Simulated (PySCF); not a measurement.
Vertical excitation energies

Species: C4H8Si.
SMILES with atom numbers: `[CH3:1][C:2]#[C:3][CH2:4][SiH3:5]` (hydrogens: H6, H7, H8 on C1; H9, H10 on C4; H11, H12, H13 on Si5)

Computed, not measured: PySCF, TDDFT PBE0/def2-SVPD, vertical, gas phase, core orbitals frozen in the response. Isolated species at its GFN2-xTB geometry, gas phase.

Task: Predict the UV-vis stick spectrum at this level.

Result: 

```
state  E (eV)  E (kJ/mol)  λ (nm)       f   main configurations (H = HOMO, L = LUMO)
   S1    6.24         602   198.8  0.0008                                  H→L (97%)
   S2    6.48         625   191.5  0.0008      H→L+3 (52%), H→L+5 (13%), H-1→L (12%)
   S3    6.52         629   190.2  0.0018                    H-1→L (84%), H→L+3 (9%)
   S4    6.68         644   185.7   0.064    H→L+1 (49%), H-1→L+3 (25%), H→L+4 (13%)
   S5    6.74         650   184.1  0.0005  H-1→L+1 (49%), H-1→L+4 (20%), H→L+3 (16%)
   S6    6.94         670   178.7  0.0049                                H→L+2 (95%)
```

Triplets (Tamm–Dancoff): T1 5.39 eV, H→L+1 (23%), H-1→L+3 (20%), H→L+4 (20%); T2 5.87 eV, H→L+3 (41%), H→L+5 (15%), H-1→L+1 (13%).

The lowest singlet lies at 6.24 eV (199 nm, vacuum ultraviolet) and is very weak; its leading configuration is HOMO→LUMO (97%). The strongest level in the table is S4 at 6.68 eV (186 nm, f = 0.064). Löwdin shares by element: HOMO carbon 84% (atoms not listed hold the other 16%); LUMO carbon 31% or more, silicon 28% (atoms not listed hold the other 40%). The listed states span 0.70 eV, and the widest gap between neighbours is 0.24 eV (S1 to S2). Of the 6 states listed, 1 reaches f = 0.01 and none stays under 0.0005. The oscillator strengths of these states sum to 0.073; summed over the whole spectrum of an exact calculation they would give the number of electrons, 46 (Thomas–Reiche–Kuhn). Singlets were solved by full linear response, triplets in the Tamm–Dancoff approximation.
